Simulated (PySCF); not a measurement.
Q: Write Cartesian coordinates for InChI=1S/C5H3NS2/c6-4-8-5-2-1-3-7-5/h1-3H as optimised with GFN2-xTB.

A: 
```
atom  x, y, z in Å
N1     3.577    0.619    0.354
C2     2.854   -0.214    0.663
S3     1.817   -1.451    1.125
C4     0.289   -0.706    0.634
C5     0.062    0.509    0.064
C6    -1.313    0.727   -0.173
C7    -2.092   -0.312    0.217
S8    -1.173   -1.600    0.891
H9     0.837    1.214   -0.177
H10   -1.696    1.627   -0.618
H11   -3.157   -0.410    0.154
```

Any rigid rotation of these coordinates is as good. Atoms count from 1 in this order. The 8 heavy atoms lie in one plane (0.002 Å rms). The 5-membered ring C4–C5–C6–C7–S8 has internal angles of 90.4° to 113.1° (sum 540°, against 540° for a flat polygon); it is planar, 0.00 Å rms from its mean plane, widest ring torsion 0°. The 4 C–S bonds span 1.679 Å (C2–S3, drawn single) to 1.769 Å (S3–C4, drawn single), a spread of 0.090 Å. Of the pairs four or more bonds apart, C2···H9 is among the closest relative to their van der Waals radii: 2.61 Å, 90 % of the sum of Bondi's values.

Bonds between heavy atoms (Å): N1≡C2 1.146, C2–S3 1.679, S3–C4 1.769, C4–C5 1.361, C5–C6 1.413, C6–C7 1.356, C7–S8 1.721, C4–S8 1.733.

The geometry is computed with GFN2-xTB (gas phase).

Point group: Cs (every atom within 0.08 Å of its image). No frequency check. One conformer, not necessarily the lowest (C2–S3–C4–C5 0°).
